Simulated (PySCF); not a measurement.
# What a mistake does to a calculation on BCH5OSi

Calculated results; nothing here was measured. The program is PySCF 2.14.0, an open-source quantum chemistry code, run on an isolated molecule that a program drew, which may never have been made. The molecule is BCH5OSi (charge 0, singlet), drawn as the SMILES string `CBO[SiH]`.

Each row is a Hartree-Fock (HF) and frozen-core CCSD(T) single point in the cc-pV(D+d)Z basis, meant for a local HF minimum. Run 1 is clean. Each other run has one planted mistake out of seven kinds, and not every kind appears here: one electron removed, one electron added, multiplicity raised by two, geometry at a saddle point, minimal basis STO-3G, one bond length entered in bohr, all coordinates scaled. The reference is restricted for singlets and unrestricted otherwise, and also for a bond in bohr. Adding or removing an electron swaps singlet and doublet. Electrons count all cores. HOMO and LUMO are orbital energies over both spins, the gradient is its largest component, and the lowest frequency (negative if imaginary) is given only where the gradient is small. Bond lengths are over the 8 bonds as drawn. T1 is the CCSD diagnostic: over 0.02 (restricted) or 0.045 (unrestricted) a single reference is doubtful.

Geometry of the clean run:
```xyz
9
BCH5OSi, angstrom
C    -0.3534   -0.1121   -0.5920
B    -1.3218   -1.3041   -0.2367
O    -1.8029   -1.4826    1.0138
Si   -2.6157   -1.6382    2.4336
H    -0.7954    0.5002   -1.3867
H    -0.1207    0.5323    0.2585
H     0.5842   -0.5044   -1.0022
H    -1.6586   -2.0970   -1.0811
H    -1.5991   -2.5261    3.1424
```

```
run  electrons  basis functions  <S^2>  HOMO (eV)  LUMO (eV)  gradient (hartree/bohr)  lowest frequency (cm^-1)  mean bond (Å)  longest bond (Å)      T1  HF (hartree)  CCSD(T) (hartree)                     mistake
  1         38               90  0.000      -8.97       1.16                  4.5e-06                        60         1.3233             1.643  0.0171    -429.30627         -429.86139                    no fault
  2         38               90  2.007      -7.57       0.20                  2.9e-02                         -         1.3233             1.643  0.0179    -429.25936         -429.78804  multiplicity raised by two
  3         38               29  0.000      -6.37       6.31                  4.7e-02                         -         1.3233             1.643  0.0240    -424.16632         -424.38935                           ?
  4         38               90  0.894      -9.24       1.24                  2.0e-02                         -         1.4452             2.071  0.0674    -429.18209         -429.73215                           ?
```

**Which mistake was planted in run 3, and what did it cost?**

It has 29 basis functions where the clean run has 90, with the same electrons and geometry. So the mistake is: minimal basis STO-3G. Subtracting run 1 and multiplying by 627.51 kcal/mol a hartree, the energy moved by 3225.4 kcal/mol in HF and 3433.8 kcal/mol in CCSD(T).

**Which mistake was planted in run 4, and what did it cost?**

The mean bond changes by a factor of 1.092 and the longest by 1.260, so the molecule wasn't scaled as a whole. A length L in bohr read as angstrom grows by (1/0.5292 - 1) L = 0.890 L. The 8 bonds together grew by 8 x 0.1219 = 0.975 Å, which gives L = 1.096 Å. That is the length of one of the C-H bonds, 1.096 Å in the clean geometry. So the mistake is: one bond length entered in bohr. Subtracting run 1 and multiplying by 627.51 kcal/mol a hartree, the energy moved by 77.9 kcal/mol in HF and 81.1 kcal/mol in CCSD(T).

Cautions from the logs. Run 3: T1 is over the limit, so its CCSD(T) energy is less reliable; run 4: T1 is over the limit, so its CCSD(T) energy is less reliable.
